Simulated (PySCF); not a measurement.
An equivalent PySCF input for N (nitrogen, neutral), [He] 2s2 2p3, high-spin 4S determinant, with no relativity, point nucleus:

```python
from pyscf import gto, scf, dft, mp, cc
import basis_set_exchange as bse
mol = gto.M(atom="N 0 0 0", charge=0, spin=3, symmetry="D2h",
            basis=gto.basis.parse(bse.get_basis("aug-cc-pVTZ", elements=["N"], fmt="nwchem", augment_diffuse=1)))
mf = dft.UKS(mol, xc="B88,P86")
mf.irrep_nelec = {'Ag': (2, 2), 'B1u': (1, 0), 'B2u': (1, 0), 'B3u': (1, 0)}
mf.kernel()
```

It reaches the same state as the run whose output follows, with an energy that differs only through the grid. The run itself started from symmetry-adapted Hartree-Fock orbitals and held the occupation by maximum overlap, on a logarithmic radial grid, so the iterations belong to that start.

```
SCF conv_tol = 1e-09
number electrons alpha = 5  beta = 2
XC functionals = B88,P86
    A. D. Becke.,  Phys. Rev. A 38, 3098 (1988)
    J. P. Perdew.,  Phys. Rev. B 33, 8822 (1986)
cycle= 1 E= -54.5916756823478  delta_E= -0.00426  |g|= 0.00806  |ddm|= 0.219
cycle= 2 E= -54.5916891059988  delta_E= -1.34e-05  |g|= 0.00664  |ddm|= 0.0295
cycle= 3 E= -54.591709091519  delta_E= -2e-05  |g|= 0.000393  |ddm|= 0.0132
cycle= 4 E= -54.5917091672116  delta_E= -7.57e-08  |g|= 2.06e-05  |ddm|= 0.000885
cycle= 5 E= -54.5917091674185  delta_E= -2.07e-10  |g|= 1.96e-06  |ddm|= 4.21e-05
converged SCF energy = -54.5917091674185  <S^2> = 3.7526487  2S+1 = 4.0013241
```
